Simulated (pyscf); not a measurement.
## F–SnH(Cl)–Cl, singlet

Gas-phase minimum from PySCF at ωB97X-D3(BJ)/def2-SVP, one conformer. 

```xyz
5

F      0.7409     2.1552    -0.6912
Sn     0.3718     0.2762    -0.5216
Cl     0.7095    -0.2341     1.7044
Cl    -1.8759     0.0300    -0.9873
H      1.3721    -0.5939    -1.5678
```
Charge 0, spin multiplicity 1.

Bond lengths (Å): F1–Sn2 1.922, Sn2–Cl3 2.309, Sn2–Cl4 2.309, Sn2–H5 1.689. Bond angles (°): F1–Sn2–Cl3 105.8, F1–Sn2–Cl4 105.9, F1–Sn2–H5 109.6, Cl3–Sn2–Cl4 108.3, Cl3–Sn2–H5 113.4, Cl4–Sn2–H5 113.4.

Properties at ωB97X-D3(BJ)/def2-SVP:

```yaml
harmonic_wavenumbers_unscaled: 114, 153, 162, 404, 420, 574, 575, 665, 2053 cm⁻¹
zero_point_energy: 7.3 kcal/mol
rotational_symmetry_number: 1
Entropy of this conformer at 298 K and 1 atm, rigid rotor and harmonic oscillator, modes under 100 cm⁻¹ raised to 100: 341.8 J/(mol K)
dipole_moment: 2.65 D
```

Single-point totals, which compare only within one level (frozen core for MP2 and CC):

```json
[
 {"level": "ωB97X-D3(BJ)/def2-TZVP", "total energy (hartree)": "-1235.43469"},
 {"level": "PBE/def2-TZVP", "total energy (hartree)": "-1234.86260"},
 {"level": "r²SCAN/def2-TZVP", "total energy (hartree)": "-1235.31813"},
 {"level": "B3LYP-D3(BJ)/def2-TZVP", "total energy (hartree)": "-1235.44610"},
 {"level": "PBE0-D3(BJ)/def2-TZVP", "total energy (hartree)": "-1234.94756"},
 {"level": "M06-2X/def2-TZVP", "total energy (hartree)": "-1235.21101"},
 {"level": "ωB97M-D3(BJ)/def2-TZVP", "total energy (hartree)": "-1235.48885"},
 {"level": "HF/def2-TZVPP", "total energy (hartree)": "-1232.56579"},
 {"level": "MP2/def2-TZVPP", "total energy (hartree)": "-1233.50729"},
 {"level": "CCSD/def2-TZVPP", "total energy (hartree)": "-1233.53338"},
 {"level": "CCSD(T)/def2-TZVPP", "total energy (hartree)": "-1233.56780"}
]
```

The CCSD(T) − MP2 part came from Ansatz, without density fitting, on the same reference. The frozen core leaves the outer d or s,p core shells of the metals and heavy elements correlated in the MP2 and CC values, and def2-TZVPP describes them poorly, so these totals are far from the basis limit. Elements past Kr carry the def2 core potentials, without spin-orbit coupling.
